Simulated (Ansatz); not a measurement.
Ansatz (an electronic-structure program) input (B3LYP/3-21G): The .json file is the Basis Set Exchange's 3-21G.

Ansatz 0.2 input:
```yaml
crystal:
  periodic: [false, false, false]
  atoms:
    - {symbol: C, position_ang: [-0.73861400, -0.35040000, -0.44895600]}
    - {symbol: C, position_ang: [0.71119900, -0.26135500, -0.14181100]}
    - {symbol: F, position_ang: [1.21919100, 0.96495100, -0.38547100]}
    - {symbol: F, position_ang: [1.38520200, -1.14398600, -0.90253800]}
    - {symbol: F, position_ang: [0.98651200, -0.53864200, 1.15058500]}
    - {symbol: Cl, position_ang: [-1.82614200, 0.65834500, 0.34993600]}
    - {symbol: H, position_ang: [-1.10923600, -1.06224800, -1.16749800]}
basis:
  gaussian:
    orbitals: 3-21G.json
hamiltonian:
  xc: {name: B3LYP}
magnetization: {spin_polarized: true, initial_magnetization: 1}
output: {forces: true}
```

Output:

```
Functional definition: B3LYP
integrals: 0.02 GiB planned
673 factors; integrals over basis functions are off by at most 8.2e-4 eV
mean field: 0.34 GiB planned
mean field evaluation 1: about -22643.0260 eV, gradient 2.7e1 eV
mean field evaluation 2: about -22641.5859 eV, gradient 3.6e1 eV
mean field evaluation 4: about -22645.5031 eV, gradient 1.2e0 eV
mean field evaluation 8: about -22645.6202 eV, gradient 7.1e-2 eV
mean field evaluation 16: about -22645.6202 eV, gradient 2.5e-5 eV
mean field -22645.62022694 eV, -832.2111935874 hartree, gradient 2.5e-5 eV, S^2 0.753273; 0 other end points of the search recorded, 0 dependent functions left out
the calculation of the forces begins
reference -22645.62039954 eV, -832.2111999302 hartree; 29, 28 occupied and 31, 32 virtual orbitals, 673 factors
Total energy: -22645.62039954 eV, -832.2111999302 hartree
Atom 0 at    -0.738614    -0.350400    -0.448956 Å, force     1.603084    -1.505421    -1.194744 eV/Å
Atom 1 at     0.711199    -0.261355    -0.141811 Å, force    -1.074737    -0.043966    -0.199593 eV/Å
Atom 2 at     1.219191     0.964951    -0.385471 Å, force     0.336019     1.256846    -0.217591 eV/Å
Atom 3 at     1.385202    -1.143986    -0.902538 Å, force     0.466081    -0.924014    -0.832419 eV/Å
Atom 4 at     0.986512    -0.538642     1.150585 Å, force     0.109732    -0.225392     1.287837 eV/Å
Atom 5 at    -1.826142     0.658345     0.349936 Å, force    -1.445458     1.419074     1.134028 eV/Å
Atom 6 at    -1.109236    -1.062248    -1.167498 Å, force     0.005279     0.022874     0.022481 eV/Å
Dipole moment:    -0.276696    -0.142425    -0.174681 e Å
```

The geometry given is a B3LYP-D3(BJ)/def2-TZVP minimum.
